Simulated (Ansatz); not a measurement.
A nudged elastic band was laid between two geometries of CH5FGe + H2 (10 atoms, charge 0, multiplicity 1).

Level of theory: RKS PBE/def2-SVP in Ansatz.

```json
{
 "movable images": "5",
 "climbing image": "yes",
 "spring": "5.0 eV/Å²",
 "optimiser": "quadratic models (default)",
 "start path": "through a guess of the saddle point",
 "force threshold": "0.05 eV/Å",
 "iteration limit": "60",
 "end points": "relaxed"
}
```

Initial state:

```xyz
10
Properties=species:S:1:pos:R:3
Ge -0.023 0.278 -0.598
F 0.012 -0.273 1.088
H 1.455 0.554 -0.985
C -1.130 1.886 -0.643
H -2.154 1.654 -0.290
H -0.693 2.669 0.006
H -1.189 2.273 -1.680
H -0.630 -0.894 -1.415
H 1.463 -2.632 2.485
H 1.093 -2.040 2.161
```

Final state:

```xyz
10
Properties=species:S:1:pos:R:3
Ge 0.067 -0.319 -0.711
F 0.937 0.437 2.255
H 1.554 0.005 -0.993
C -0.967 1.293 -0.288
H -2.045 1.054 -0.210
H -0.606 1.678 0.684
H -0.825 2.066 -1.068
H -0.531 -1.114 -1.901
H 0.023 -1.287 0.525
H 0.598 -0.337 1.837
```

Q: Which bonds break or form, and what moves?

A: Bonds broken: Ge1–F2, H9–H10. Bonds formed: Ge1–H9, F2–H10. CH5FGe + H2 becomes CH6Ge + FH.

Q: What energy profile does the band end with?

A: The forces met the threshold. The highest image is number 4 of 0 to 6, 40.0 kcal/mol above the first end and 30.6 kcal/mol above the last; the last end lies 9.3 kcal/mol above the first. Neighbouring images differ by up to 1.3 eV, so the band resolves the path poorly. A vibrational analysis at the climbing image gives one clearly imaginary mode, 987i cm⁻¹: a first-order saddle point. The orbitals stay closed-shell, which can raise the energy where a bond breaks towards radicals; this wasn't checked here.

| image | path coordinate (Å) | energy (kcal/mol) | Ge1–F2 (Å) | H9–H10 (Å) | Ge1–H9 (Å) |
| --- | --- | --- | --- | --- | --- |
| 0 | 0.00 | 0.0 | 1.77 | 0.77 | 4.49 |
| 1 | 0.96 | 0.2 | 1.77 | 0.77 | 4.01 |
| 2 | 1.92 | 1.2 | 1.78 | 0.77 | 3.27 |
| 3 | 2.88 | 10.6 | 1.81 | 0.78 | 2.52 |
| 4 | 3.85 | 40.0 | 2.11 | 0.99 | 1.87 |
| 5 | 4.98 | 12.6 | 2.92 | 1.46 | 1.58 |
| 6 | 6.11 | 9.3 | 3.18 | 1.72 | 1.57 |

Q: What is the geometry of the highest image?

A: 
```xyz
10
Properties=species:S:1:pos:R:3
Ge 0.201 -0.097 -0.295
F 0.135 0.164 1.797
H 1.682 0.186 -0.644
C -0.937 1.504 -0.394
H -1.946 1.280 0.001
H -0.499 2.333 0.191
H -1.028 1.797 -1.460
H -0.447 -1.145 -1.258
H 0.603 -1.602 0.733
H 0.440 -0.944 1.458
```

The run took 2.4 min on 2 threads of Arm Neoverse V1, on a shared host, peak memory 0.13 GiB.
